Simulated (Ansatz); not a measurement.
Nb5. The state is a doublet with charge 0. Geometry PBE0-D4/def2-SVP.

```tsv
atom	x (Å)	y (Å)	z (Å)
Nb1	-0.179	-1.939	-0.128
Nb2	1.428	-0.215	0.558
Nb3	-1.384	0.036	0.693
Nb4	-0.054	0.219	-1.531
Nb5	0.188	1.899	0.408
```

In the def2 sets Nb takes a core potential; there is no spin–orbit coupling. At r2SCAN-D4/def2-TZVP, r2SCAN-D4/def2-TZVPD, PBE0-D4/def2-SVP the charge 0 doublet is spin-contaminated (final ⟨S²⟩ up to 0.90, 0.75 for a pure state). The structure comes from a short search, and lower isomers may exist.

Question: Estimate the α-spin orbital energies around the gap (eV) in Ansatz with PBE-D4/def2-TZVP, PBE-D4/def2-TZVPD, r2SCAN-D4/def2-TZVP, r2SCAN-D4/def2-TZVPD, PBE0-D4/def2-SVP.

Answer: 
```
orbital  PBE-D4/def2-TZVP  PBE-D4/def2-TZVPD  r2SCAN-D4/def2-TZVP  r2SCAN-D4/def2-TZVPD  PBE0-D4/def2-SVP
 HOMO−5             -4.48              -4.48                -4.64                 -4.64             -5.37
 HOMO−4             -4.37              -4.37                -4.45                 -4.45             -5.19
 HOMO−3             -3.85              -3.85                -3.88                 -3.88             -4.53
 HOMO−2             -3.82              -3.82                -3.87                 -3.87             -4.47
 HOMO−1             -3.64              -3.64                -3.80                 -3.80             -4.35
   HOMO             -3.41              -3.41                -3.60                 -3.60             -4.12
   LUMO             -2.86              -2.86                -2.71                 -2.71             -2.20
 LUMO+1             -2.66              -2.66                -2.56                 -2.56             -2.08
 LUMO+2             -2.45              -2.45                -2.24                 -2.24             -1.62
 LUMO+3             -2.09              -2.09                -1.84                 -1.84             -1.25
 LUMO+4             -1.89              -1.89                -1.72                 -1.72             -1.24
 LUMO+5             -1.88              -1.88                -1.58                 -1.58             -1.04
 β HOMO             -3.48              -3.48                -3.50                 -3.50             -3.94
 β LUMO             -2.98              -2.98                -2.72                 -2.72             -2.17
```
